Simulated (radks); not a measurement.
Values are calculated unless marked as measured or tabulated.
W V, configuration [Xe] 4f14 6d2 (not the ground configuration). Code: a radial shooting solver on a logarithmic mesh with Libxc functionals. Model: Dirac Kohn-Sham, B86b exchange with PBE correlation, spin-unpolarised, spherical densities, point nucleus; open shells fill j = l - 1/2 first. Some entries of the table are withheld. Estimate them.

| orbital | occ. | eigenvalue (eV) | <r^2> (bohr^2) | <1/r> (bohr^-1) |
|---|---|---|---|---|
| 1s1/2 | 2 | -69464.69 | 0.0004628 | 87.14 |
| 2s1/2 | 2 | -12029.70 | 0.007059 | 21.20 |
| 2p1/2 | 2 | -11504.90 | 0.005041 | 21.16 |
| 2p3/2 | 4 | -10151.77 | 0.006242 | 17.77 |
| 3s1/2 | 2 | -2815.230 | 0.04611 | 7.780 |
| 3p1/2 | 2 | -2581.822 | 0.04231 | 7.693 |
| 3p3/2 | 4 | -2289.187 | 0.04890 | 6.818 |
| 3d3/2 | 4 | -1896.856 | 0.03791 | (1) |
| 3d5/2 | 6 | -1833.225 | 0.03972 | (2) |
| 4s1/2 | 2 | -627.0696 | 0.2282 | 3.268 |
| 4p1/2 | 2 | -530.2985 | 0.2355 | 3.157 |
| 4p3/2 | 4 | -462.5179 | 0.2708 | 2.853 |
| 4d3/2 | 4 | -303.7478 | 0.2954 | 2.638 |
| 4d5/2 | 6 | -291.2604 | 0.3087 | 2.565 |
| 5s1/2 | 2 | -135.8488 | 1.232 | 1.286 |
| 5p1/2 | 2 | -106.3731 | 1.457 | 1.170 |
| 5p3/2 | 4 | -95.6755 | 1.679 | 1.072 |
| 4f5/2 | 6 | -92.5035 | 0.4423 | 2.111 |
| 4f7/2 | 8 | -90.2474 | 0.4558 | 2.081 |
| 5d3/2 | 0 | -54.9949 | 2.696 | 0.8350 |
| 5d5/2 | 0 | -53.7052 | 2.809 | 0.8161 |
| 6s1/2 | 0 | -44.9945 | 6.112 | 0.5563 |
| 6p1/2 | 0 | -36.9272 | 7.744 | 0.4908 |
| 6p3/2 | 0 | -34.7999 | 8.645 | 0.4605 |
| 6d3/2 | 2 | -23.9556 | 13.76 | 0.3684 |
| 6d5/2 | 0 | -23.6574 | 14.07 | 0.3646 |
| 5f5/2 | 0 | -22.6786 | (3) | 0.4249 |
| 5f7/2 | 0 | -22.5975 | (4) | 0.4229 |

Answer. 
(1) 3d3/2 <1/r> (bohr^-1): 6.711
(2) 3d5/2 <1/r> (bohr^-1): 6.505
(3) 5f5/2 <r^2> (bohr^2): 9.695
(4) 5f7/2 <r^2> (bohr^2): 9.796
